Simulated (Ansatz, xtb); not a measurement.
A geometry optimisation of BF2H5Si2 with r2SCAN-D4/def2-SVP

The starting geometry of this gas-phase singlet has its atoms placed at random.

```xyz
10

B    -0.3993    1.2383   -2.0892
F    -1.4230   -0.6583   -1.1078
F    -0.5717   -1.6257   -0.1712
Si    0.4602   -0.8712    0.4822
Si   -1.5564    1.5725    0.0872
H     1.7318   -1.2275    0.4631
H     0.1635    0.6396    1.0724
H    -0.0928    2.5168    0.1238
H    -2.0547    0.0325   -0.9300
H    -0.4827   -0.0675    0.2751
```

One run relaxed it with r2SCAN-D4/def2-SVP. What is a likely outcome?

It loosens into BFH4Si2 + FH, which stay close as a complex. Distances that change by over a tenth: F3–Si4 (1.44 → 1.67 Å), Si4–H6 (1.32 → 1.49 Å). Contacts that open: Si4–H10 (1.26 → 2.87 Å). Contacts that close: B1–Si4 (3.44 → 1.98 Å), B1–Si5 (2.49 → 1.84 Å), B1–H8 (2.57 → 1.31 Å), B1–H10 (2.70 → 1.30 Å), Si5–H10 (1.97 → 1.77 Å).

The energy falls by 17.39 eV over 60 steps:

```csv
step,E − E(last) (eV)
1,17.395
8,3.918
14,0.588
21,0.206
27,0.180
34,0.165
40,0.149
47,0.145
53,0.021
60,0.000
```

Final geometry (Å):

```tsv
atom	x (Å)	y (Å)	z (Å)
B	-0.7024	1.1228	0.1123
F	-1.2126	-0.8186	-2.1164
F	-0.6589	-1.8179	0.1643
Si	0.3369	-0.5202	0.4840
Si	-1.8918	2.4876	-0.2084
H	1.5487	-0.7277	-0.3555
H	0.7032	-0.6438	1.9232
H	-0.6937	1.6065	-1.1032
H	-1.2728	-1.3896	-1.3750
H	-0.3819	2.2503	0.6804
```

From the same start GFN2-xTB ends elsewhere, in pieces: BFH2Si + FH3Si.

From so rough a start the end depends on the optimiser's path, so another program may land elsewhere. No frequencies were run, so the end isn't proven a minimum. Run with Ansatz 0.2.0, 77 s on 2 threads of Intel(R) Xeon(R) 6975P-C (Granite Rapids), on a shared host.
